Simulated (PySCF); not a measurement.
Gas-phase reaction: Ga(CH3)3.NH3 + C3H8 = GaH3.NH3 + 2 C3H7 (n-propyl), at 800 K and a standard pressure of 1 bar. Level: LDA/def2-TZVP†.

Method: PySCF energies plus ideal-gas RRHO corrections (1 bar). † marks an energy on the PBE0/def2-TZVP geometry and frequencies. Open shells (unrestricted): C3H7 (n-propyl) (multiplicity 2); the rest are closed-shell singlets. Ga: all electrons, no relativistic terms. No R ln 2 is added for the mirror-image form of C3H7 (n-propyl). Adducts (Ga(CH3)3.NH3, GaH3.NH3) have no counterpoise correction, and HF, PBE, BLYP, B3LYP and PBE0 lack dispersion. GaH3.NH3: computed as isolated molecules; such fragments, hydroxides, amides, oligomers or adducts are transient or little studied in the gas. The harmonic model lacks anharmonicity and excited electronic states, which grow with temperature; levels with a mode under 35 cm⁻¹ are left out. Internal rotation in C3H8, C3H7 (n-propyl) is treated as a harmonic vibration of one conformer, which makes the entropy rough. Soft modes under 120 cm⁻¹ make the harmonic entropy rough for Ga(CH3)3.NH3, GaH3.NH3.

| species | E (Ha) | H(800 K) − E (kJ/mol) | S°(800 K) (J/mol/K) |
|---|---|---|---|
| Ga(CH3)3.NH3 | -2096.60089 | 524.9 | 636.3 |
| C3H8 | -118.02461 | 344.2 | 376.1 |
| GaH3.NH3 | -1979.71156 | 223.8 | 385.0 |
| C3H7 (n-propyl) | -117.36003 | 304.2 | 394.6 |
E: electronic energy; H − E holds the zero-point and thermal terms. 1 Ha = 2625.5 kJ/mol.

Question: Work out ΔH°, ΔS°, ΔG° and log10 K from these numbers.

Answer: 1. ΔE = 1×(-1979.71156) + 2×(-117.36003) − 1×(-2096.60089) − 1×(-118.02461) = 0.19388 Ha = 509.0 kJ.
2. Δ(H − E) = 1×(223.8) + 2×(304.2) − 1×(524.9) − 1×(344.2) = -36.9 kJ, so ΔH° = 472.1 kJ.
3. ΔS° = 1×(385.0) + 2×(394.6) − 1×(636.3) − 1×(376.1) = 161.8 J/K; the number of gas molecules changes by +1.
4. ΔG° = ΔH° − TΔS° = 472.1 − 800×(161.8)/1000 = 342.7 kJ.
5. log10 K = −ΔG°/(RT ln 10) = -22.37, with RT ln 10 = 15.32 kJ/mol; at standard pressures the reactants are favoured.
6. A shift of 10 kJ in ΔE would move log10 K by 0.65 here.
For scale, ΔH°(298 K) is 475 kJ at this level, 439 kJ at ωB97M-V/def2-TZVP†, and runs from 280 to 477 kJ over the 18 levels computed.
